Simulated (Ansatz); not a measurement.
Cost and result for the atomization energy of CH3FInN (7 atoms, 5 bonds).

```xyz
7

F    -1.827   -1.048    1.570
In    0.026   -1.879    1.788
C     0.681    0.704   -0.887
N     0.093    0.001   -0.025
H     1.745    0.548   -1.071
H     0.185    1.480   -1.477
H    -0.903    0.194    0.102
```

Total charge 0; spin multiplicity 1. Correlated methods include outer-core shells of In, which these sets cover unevenly. In: def2 effective core potential. The bonds changed during the relaxation, so this is another structure than the one it started from. All single points use the PBE0-D4/def2-TZVP geometry. Program: Ansatz. All runs use 2 threads of an AMD EPYC 9R45 on a shared host. Times are those of one run each, without the atoms' runs, and a repeat can differ threefold. Electronic energies, without spin–orbit coupling; frozen cores. CCSD(T)/CBS adds CCSD(T) − MP2 in def2-TZVPP to the MP2 limit, and its time is that of the two runs behind it. T1 = 0.016. With those shells the extrapolation isn't a true limit. B3LYP takes the VWN-RPA correlation (the form of Gaussian; ORCA's B3LYP/G). HSE06 is the plane-wave form, built on full-range PBE exchange.

CCSD(T)/CBS is a level of theory with its own doubt, some kJ/mol a heavy atom from the limit and from the frozen cores, so smaller differences don't rank the functionals.

```csv
level,functions,wall time,atomization (kJ/mol),difference from CCSD(T)/CBS,per bond
revPBE-D4/def2-TZVPP,185,0.9 s,2430.2,-5.7,-1.1
PBE-D4/def2-TZVPP (with forces),185,1.1 s,2502.4,66.5,13.3
HSE06-D4/def2-TZVPP,185,1.2 s,2413.4,-22.5,-4.5
BHLYP-D4/def2-TZVPP,185,1.2 s,2320.5,-115.4,-23.1
CAM-B3LYP-D4/def2-TZVPP,185,1.4 s,2442.5,6.6,1.3
B3LYP-D4/def2-TZVPP (with forces),185,1.8 s,2436.5,0.6,0.1
r2SCANh-D4/def2-TZVPP,185,1.8 s,2386.1,-49.8,-10.0
CCSD(T)/def2-SVP,83,2.2 s,2268.9,-167.0,-33.4
ωB97X-V/def2-TZVPP,185,3.2 s,2427.9,-8.0,-1.6
ωB97M-V/def2-TZVPP (with forces),185,4.5 s,2428.7,-7.2,-1.4
MP2/def2-QZVPP,343,7 s,2452.7,16.8,3.4
CCSD(T)/def2-TZVPP,185,33 s,2348.1,-87.8,-17.6
CCSD(T)/CBS(def2),–,40 s,2435.9,0.0,0.0
```

The D4 term adds +21.0 kJ/mol with B3LYP and +10.9 kJ/mol with PBE0; it sums over pairs of atoms, weighted by their polarisabilities, and B3LYP, whose exchange is more repulsive, gets the larger term. From r2SCAN to r2SCAN0 (25 % exact exchange), in def2-TZVPP and without D4, the atomization energy moves by −70.4 kJ/mol: exact exchange takes away binding that semilocal exchange gives to molecules. In def2-TZVPP, CCSD(T) changes the Hartree–Fock value by +712.3 kJ/mol (the triples alone add +48.5 kJ/mol) and MP2 by +764.2 kJ/mol; breaking electron pairs costs correlation energy, which Hartree–Fock lacks.

Spin–orbit coupling would lower the free In atoms strongly, and the atomization energy with them, by more than many differences here.
